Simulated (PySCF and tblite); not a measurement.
Values are calculated unless marked as measured or tabulated.
C7H10O, numbered as in [O:1]=[CH:2][C@@H:3]1[C@H:4]2[CH2:5][CH2:6][CH2:7][C@@H:8]12. Search: ETKDG and KDG, MMFF94s, GFN2-xTB, 90 starts; geometries at GFN2-xTB. Energies: CAM-B3LYP-D3(BJ)/pcSseg-1 (IEF-PCM, dichloromethane), with GFN2-xTB thermal terms (modes under about 100 cm⁻¹ blended into free rotors). Symmetry numbers and mirror images are counted. Conformers within 3 kcal/mol (GFN2-xTB free energy) were kept, 7 at most. GIAO shieldings: CAM-B3LYP/pcSseg-1 (IEF-PCM, dichloromethane). Shifts are against TMS (¹H), TMS (¹³C) at the same level. (PySCF 2.14, tblite 0.8.)

Torsions listed: O1–C2–C3–C4. The 5-ring runs over atoms 4–5–6–7–8.

```csv
conformer,shape,point group,mirror pair,ΔE(DFT),Δ(G−E) at 323.15 K,δ H2 (ppm)
1,"5-ring envelope (ring torsions 26, -26, 16, 0, -16°); 33°",Cs,no,0.00,0.00,10.32
2,"5-ring envelope (ring torsions 26, -26, 16, 0, -16°); -147°",Cs,no,0.23,0.08,8.87
3,"5-ring envelope (ring torsions -25, 25, -15, 0, 15°); 33°",Cs,no,3.19,-0.21,10.30
4,"5-ring envelope (ring torsions -25, 25, -15, 0, 16°); -146°",Cs,no,3.59,-0.11,8.75
```

Energies in kcal/mol; the thermal term leaves out symmetry numbers and mirror images.

(1) Work out the weights at 323.15 K and the ¹H shift of H2 under fast exchange.

Answers

(1) RT = 0.642 kcal/mol. Each conformer gets RT ln(σ/g), with σ the rotational symmetry number and g = 2 for a mirror pair: 1: σ = 1, g = 1, G = 0.00 + 0.00 + 0.00 = 0.00, 0.00 above the lowest, exp(−ΔG/RT) = 1.000; 2: σ = 1, g = 1, G = 0.23 + 0.08 + 0.00 = 0.30, 0.30 above the lowest, exp(−ΔG/RT) = 0.623; 3: σ = 1, g = 1, G = 3.19 − 0.21 + 0.00 = 2.99, 2.99 above the lowest, exp(−ΔG/RT) = 0.010; 4: σ = 1, g = 1, G = 3.59 − 0.11 + 0.00 = 3.48, 3.48 above the lowest, exp(−ΔG/RT) = 0.004. The sum is 1.637, so the weights are 61.1, 38.1, 0.6, 0.3 %. The averaged shift is 9.77 ppm. At 298.15 K it is 9.78 ppm. At 298.15 K the leading conformer alone gives 10.32 ppm and bare DFT energies give 9.74 ppm.
